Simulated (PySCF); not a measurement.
Basis-set dependence of CsI at PBE0

PySCF, UKS reference; singlet, unpaired electrons none; De to Cs + I without counterpoise correction.

```json
{"basis": "def2-SVP", "relativity": "scalar-relativistic core potentials", "functions": "50", "Re (Å)": "3.383", "ωe (cm⁻¹)": "118", "De (eV)": "3.51", "μ (D)": "-11.84"}
{"basis": "def2-TZVPP", "relativity": "scalar-relativistic core potentials", "functions": "86", "Re (Å)": "3.326", "ωe (cm⁻¹)": "117", "De (eV)": "3.59", "μ (D)": "-11.51"}
{"basis": "x2c-TZVPall", "relativity": "spin-free X2C", "functions": "129", "Re (Å)": "3.305", "ωe (cm⁻¹)": "120", "De (eV)": "3.66", "μ (D)": "-11.04"}
```

Question: How does each smaller set differ from the one with most functions, x2c-TZVPall?

Answer: def2-SVP: +7.8 pm, -1.7 % in ωe, -0.15 eV in De; def2-TZVPP: +2.1 pm, -2.5 % in ωe, -0.07 eV in De. All at PBE0; the set with most functions is neither the basis-set limit nor always the best. The rows treat relativity differently, so the differences are not basis effects alone.

A positive dipole means Cs(−)I(+). Measured (Huber and Herzberg, Constants of Diatomic Molecules (1979)): Re = 3.315192 Å, ωe = 119.178 cm⁻¹. Spin–orbit coupling is left out, which matters for elements this heavy, above all for dissociation energies.
